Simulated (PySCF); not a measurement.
HOZr, SMILES [OH][Zr] (connectivity only; charge and spin as stated), neutral, multiplicity 4. Atoms are numbered in the order given.

```xyz
3

Zr    -0.0044    -0.3717     0.0000
O      0.0736     1.5601     0.0000
H     -0.4121     2.3868     0.0000
```
Charge 0, spin multiplicity 4.

Coordinates come from a B3LYP-D3(BJ)/def2-TZVPD optimisation. The multiplicity is an assumed one; other spin states were not compared. The def2 effective core potentials stand for the cores of Zr; spin–orbit coupling is left out.

These are PBE/def2-TZVPD (PySCF) values and carry that method's errors.

total energy: -122.78346 hartree
point group: Cs
α spin, highest occupied and lowest empty level: -2.86 and -2.36 eV
β spin, highest occupied and lowest empty level: -7.65 and -2.21 eV
dipole moment: 1.14 D
quadrupole, principal values (traceless, Buckingham form, about the centre of nuclear charge): -4.84, -4.34, 9.18 D·Å
mean static polarisability: 112.1 bohr³ (16.62 Å³)
polarisability, principal values: 98.2, 118.3, 120.0 bohr³
⟨S²⟩: 3.755 (pure state 3.75)
